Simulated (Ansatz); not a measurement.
`[OH][W]([F])([F])(=[S])[Cl]` + `C=NC(=N)OC` → `C[O][W]([OH])([F])(=[S])[Cl]` + `C=NC(=N)F`  (formal exchange of groups at a W–F bond)

Program: Ansatz. Geometries: PBE0-D4/def2-TZVP. ΔE: electronic, gas phase. CCSD(T)/CBS is the MP2 limit (def2-TZVPP, def2-QZVPP) plus CCSD(T) − MP2 in def2-TZVPP, frozen cores. Functionals use def2-TZVPP. Elements past krypton have def2 core potentials. For W outer-core shells are correlated without core-valence functions, which leaves a few kJ/mol of doubt a bond. Each species was taken in one conformer, which may not be the lowest.

| species | PBE0 energy (Eh) |
| --- | --- |
| `[OH][W]([F])([F])(=[S])[Cl]` | -1200.80947 |
| `C=NC(=N)OC` | -302.38964 |
| `C[O][W]([OH])([F])(=[S])[Cl]` | -1216.07881 |
| `C=NC(=N)F` | -287.13034 |

(1) Work out ΔE.

Largest T1 diagnostic among the species: 0.022, so the coupled-cluster value is less sure than usual.

## Answers

(1) ΔE = (-1216.07881) + (-287.13034) − (-1200.80947) − (-302.38964) = -0.01004 Eh = -26.4 kJ/mol. CCSD(T)/CBS gives -22.7 kJ/mol.

At CCSD(T), def2-SVP lies −14.0 kJ/mol from the extrapolated value and def2-TZVPP −4.7 kJ/mol. From PBE to PBE0 (25 % exact exchange), in def2-TZVPP and without D4, ΔE moves by −3.1 kJ/mol. Leaving LDA and LC-ωPBE aside and taking each functional with its dispersion term where it has one, the values, not all of them listed here, spread over 12.6 kJ/mol, from BHLYP-D4 to revPBE-D4.
